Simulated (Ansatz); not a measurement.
Calculated with Ansatz (gas phase, PBE0-D4/def2-TZVP geometries, no zero-point term in ΔE). CCSD(T)/CBS is the MP2 limit (def2-TZVPP, def2-QZVPP) plus CCSD(T) − MP2 in def2-TZVPP, frozen cores. Functionals use def2-TZVPP. B3LYP here is the variant with VWN-RPA as its local correlation; programs differ in this. For Ge outer-core shells are correlated without core-valence functions, which leaves a few kJ/mol of doubt a bond. Scalar relativity is left out up to krypton. Each species was taken in one conformer, which may not be the lowest.

Reaction (redistribution): `[GeH3][SiH]1CO1` + `CN([SiH2]Cl)[SiH](O)F` → `C[N]([GeH3])[SiH](O)F` + `Cl[SiH2][SiH]1CO1`

Task: Is it downhill or uphill in electronic energy at CCSD(T)/CBS, and by how much? (Estimate.)

Result: The calculation gave: Uphill: ΔE = +76.4 kJ/mol.

Task: What do these levels give: PBE-D4, PBE, r2SCAN, B3LYP, SCS-MP2/def2-TZVPP, CCSD/def2-TZVPP, CCSD(T)/def2-TZVPP, HF/def2-QZVPP, MP2/def2-QZVPP, SCS-MP2/def2-QZVPP, HF/CBS(def2), CCSD/CBS(def2)? (An estimate is asked.)

Result: Ansatz gave: PBE-D4 72.8, PBE 70.6, r2SCAN 78.3, B3LYP 73.2, SCS-MP2/def2-TZVPP 72.5, CCSD/def2-TZVPP 73.2, CCSD(T)/def2-TZVPP 73.2, HF/def2-QZVPP 72.1, MP2/def2-QZVPP 78.0, SCS-MP2/def2-QZVPP 74.3, HF/CBS(def2) 72.2, CCSD/CBS(def2) 76.3 kJ/mol.

Largest T1 diagnostic among the species: 0.014.

The D4 term adds +3.5 kJ/mol with B3LYP and +2.0 kJ/mol with PBE0; it sums over pairs of atoms, weighted by their polarisabilities, and B3LYP, whose exchange is more repulsive, gets the larger term.
